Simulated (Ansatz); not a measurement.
Gas-phase electronic energies from Ansatz, PBE0-D4/def2-TZVP geometries. CBS: MP2 limit from def2 TZ/QZ plus the TZ coupled-cluster correction, frozen cores. Functionals use def2-TZVPP. HSE06 is defined as in plane-wave codes. def2 core potentials past Kr. For Sn, Te outer-core shells are correlated without core-valence functions, which leaves a few kJ/mol of doubt a bond. Each species was taken in one conformer, which may not be the lowest.

Consider the cleavage of the Si–Si bond: `[BH2][SnH2][SiH2][SiH3]` + `C[SiH2][TeH]` → `C[SiH2][Te][SiH3]` + `[BH2][SnH2][SiH3]`.

`[BH2][SnH2][SiH2][SiH3]`:

```xyz
13

B    -2.453   -0.658   -0.058
Sn   -0.654   -1.257    1.123
Si    1.404   -0.462   -0.210
Si    1.179    1.807   -0.713
H    -2.928    0.430    0.075
H    -2.917   -1.387   -0.882
H    -0.518   -2.945    1.367
H    -0.582   -0.507    2.658
H     2.645   -0.703    0.577
H     1.498   -1.243   -1.475
H     2.330    2.329   -1.499
H     1.061    2.595    0.544
H    -0.066    2.002   -1.506
```

`C[SiH2][TeH]`:

```xyz
9

C     0.069   -0.736    1.001
Si   -0.659    0.192   -0.446
Te    0.763    2.118   -1.166
H    -0.596   -1.550    1.302
H     0.214   -0.069    1.853
H     1.037   -1.165    0.735
H    -1.953    0.829   -0.085
H    -0.878   -0.725   -1.594
H     2.002    1.105   -1.600
```

`C[SiH2][Te][SiH3]`:

```xyz
12

C    -1.729   -0.780   -0.336
Si   -0.342   -0.086   -1.376
Te    0.586    2.033   -0.423
Si    1.721    0.779    1.403
H    -1.380   -1.006    0.674
H    -2.548   -0.062   -0.261
H    -2.112   -1.702   -0.782
H    -0.821    0.271   -2.737
H     0.765   -1.072   -1.494
H     2.733   -0.157    0.851
H     2.384    1.781    2.275
H     0.743    0.000    2.206
```

`[BH2][SnH2][SiH3]`:

```xyz
10

B    -1.119   -1.036   -1.556
Sn   -0.270   -0.846    0.501
Si    0.983    1.397    0.654
H    -0.473   -1.515   -2.439
H    -2.204   -0.607   -1.810
H     0.848   -2.085    0.880
H    -1.467   -0.851    1.723
H     0.054    2.525    0.377
H     1.561    1.577    2.012
H     2.085    1.439   -0.343
```

CCSD(T)/CBS gives -0.57 eV.

Task: Another level gave -0.56 eV. Which?
A. PBE/def2-TZVPP
B. HSE06/def2-TZVPP
C. B2PLYP/def2-TZVPP
D. HF/def2-TZVPP

Result: C. B2PLYP -0.56, HSE06 -0.50, PBE -0.46, HF/def2-TZVPP -0.61 eV.

Largest T1 diagnostic among the species: 0.014.

From PBE to PBE0 (25 % exact exchange), in def2-TZVPP and without D4, ΔE moves by −0.04 eV. At CCSD(T), def2-SVP lies +0.07 eV from the extrapolated value and def2-TZVPP +0.04 eV.
